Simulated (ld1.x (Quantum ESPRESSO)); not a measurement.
**hydrogen (H): ultrasoft pseudisation with PBE, scalar-relativistic reference atom.**

ld1.x (Quantum ESPRESSO) 7.5 input, shortened:

```
&input
   title='H', zed=1., rel=1, dft='PBE', iswitch=3,
   config='1s1 2p-2'
 /
 &inputp
   pseudotype=3, tm=.true., lloc=-2, rcloc=0.85,
   nlcc=.false.,
   which_augfun='PSQ', rmatch_augfun=0.55
 /
4
1S  1  0   1.00   0.00  0.75  1.00  0.0
1S  1  0   0.00   0.05  0.75  1.00  0.0
2P  2  1  -2.00   0.20  0.60  0.80  0.0
2P  2  1  -2.00   2.30  0.60  0.80  0.0
 &test
   configts(1)='1s1'
 /
```

All-electron outer shells of the reference configuration (PBE, scalar-relativistic, ld1.x):

```tsv
shell	level (eV)	outermost node (bohr)	outermost maximum (bohr)
1s	-6.49	–	1.03
```

Calculated quality:

| Quantity | Value |
| --- | --- |
| Cutoffs needed | 18 Ry and 35 Ry (the cutoffs (Ry, on a coarse ladder) from which the occupation-weighted sum of valence levels, in a spherical-Bessel basis at the reference potential, stays within 10 and 1 mRy of its value at 400 Ry) |
| Ghost test | no extra level below or beside the all-electron valence levels (s, p, d, f tested) (spherical-Bessel basis up to 400 Ry, 20 bohr box) |
| Lowest eigenvalue of the overlap operator | 0.99 (s channel) |
| Density cutoff estimated by the generator | 780 Ry |

Generation and tests took about 0.38 s on one core of a shared server CPU.
